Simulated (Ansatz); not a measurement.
C2H5ClGeO can be A, `O=C[CH](Cl)[GeH3]`, or B, `ClC1[CH2][GeH2][O]1`.

Isolated molecules relaxed with PBE0-D4/def2-TZVP in Ansatz; ΔE leaves out vibrations. CBS: MP2 limit from def2 TZ/QZ plus the TZ coupled-cluster correction, frozen cores. Functionals use def2-TZVPP. B3LYP here is the variant with VWN-RPA as its local correlation; programs differ in this. For Ge outer-core shells are correlated without core-valence functions, which leaves a few kJ/mol of doubt a bond. Scalar relativity is left out up to krypton. Each species was taken in one conformer, which may not be the lowest.

Problem. Which is lower in electronic energy at CCSD(T)/CBS, and by how much? (Estimate.)

Solution. Computed: B, by 12.4 kcal/mol.

Problem. Give E(B) − E(A) in kcal/mol with BLYP-D4, PBE0-D4, B3LYP-D4, B2PLYP, PBE-D4, CCSD(T)/def2-TZVPP, HF/def2-TZVPP. (Best estimate.)

Solution. Ansatz gave: BLYP-D4 -7.3, PBE0-D4 -12.7, B3LYP-D4 -9.1, B2PLYP -10.4, PBE-D4 -11.0, CCSD(T)/def2-TZVPP -11.7, HF/def2-TZVPP -7.9. None reverses the order clearly.

Problem. Does the order hold for the free energy at 298.15 K (harmonic terms from PBE0-D4)? (Best estimate.)

Solution. The calculation gave: Yes: G(B) − G(A) = -8.5 kcal/mol, for one conformer each. Modes under 60 cm⁻¹, often nearly free rotors, make the harmonic entropy too high.

Largest T1 diagnostic: 0.013.

At CCSD(T), def2-SVP lies +6.6 kcal/mol from the extrapolated value and def2-TZVPP +0.7 kcal/mol. From r2SCAN to r2SCAN0 (25 % exact exchange), in def2-TZVPP and without D4, E(B) − E(A) moves by −1.3 kcal/mol.
